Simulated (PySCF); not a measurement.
Heteronuclear NMR

Numbering as in the mapped SMILES `[F:1][C:2]1=[CH:3][c:4]2[cH:5][cH:6][cH:7][cH:8][c:9]2[SiH2:10]1`. Hydrogens are named by the atom that carries them.

[PySCF 2.14.0 with density-fitted response routines: geometry from PBE0-D3(BJ)/def2-SVP; shielding tensors at PBE0/pcSseg-1 (GIAO); equivalent nuclei averaged; no solvent model; relativity neglected; a single conformation]

**Question.** Predict the $^{19}$F NMR data.

**Answer.** 
```csv
atoms,environment,σ (ppm),δ (ppm)
F1,vinylic fluorine,297.0,-119.0
```

Shieldings were converted by a linear fit to measured shifts: $^{19}$F: δ = 160.63 − 0.942σ +14.9 on sp3 carbon (rms 6.9 ppm, 221 shifts, 7.7 ppm with the 5 outliers that the fit left out vs CFCl3, solution or neat liquid). Occasional misses reach two or three times the rms, and more in compound classes unlike the fitted ones.

On a 500 MHz spectrometer $^{19}$F resonates near 470.5 MHz, so 1 ppm is 470.5 Hz.

**Question.** Predict the $^{29}$Si NMR data.

**Answer.** 
```
atoms                                       environment  σ (ppm)  δ (ppm)
 Si10  silicon bonded to 2 C, 2 H, in a 5-membered ring    406.8    -59.3
```

Shieldings were converted by a linear fit to measured shifts: $^{29}$Si (scatter 9.7 ppm rms, 23.4 ppm with the 5 outliers that the fit left out vs TMS, solution or neat liquid). A few per cent of atoms miss by over 2 rms, more outside the fitted compound classes.

On a 300 MHz spectrometer $^{29}$Si resonates near 59.6 MHz, so 1 ppm is 59.6 Hz.
